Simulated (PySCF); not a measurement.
Isomers of C6H9N, one conformer each; single-point electronic energies without zero-point terms and without any empirical dispersion term.

Level: PBE0/pcSseg-1 in PySCF, non-relativistic, each on one gas-phase PBE0-D3(BJ)/def2-SVP geometry that isn't relaxed in the solvent. The solvent is an IEF-PCM continuum (Bondi radii, 1.10 Å for H, scaled by 1.2). The model holds no explicit solvent molecules, cavitation or dispersion.

```
          isomer  relative energy, gas (kJ/mol)  dipole (D)
`[nH]1c(ccc1C)C`                            0.0        2.09
     `Cc1cccn1C`                           28.2        2.36
```

Problem. How do the relative energies look in acetonitrile (ε = 35.69)?

Solution. 
| isomer | relative energy, solvent (kJ/mol) | E(solvent) − E(gas) (kJ/mol) | dipole in solvent (D) |
| --- | --- | --- | --- |
| `[nH]1c(ccc1C)C` | 0.0 | -24.0 | 2.99 |
| `Cc1cccn1C` | 31.3 | -20.9 | 3.26 |

The order is unchanged. `[nH]1c(ccc1C)C` gains most from the continuum, while `Cc1cccn1C` has the largest gas-phase dipole. The gains span 3.1 kJ/mol, the gas-phase energies 28.2 kJ/mol.
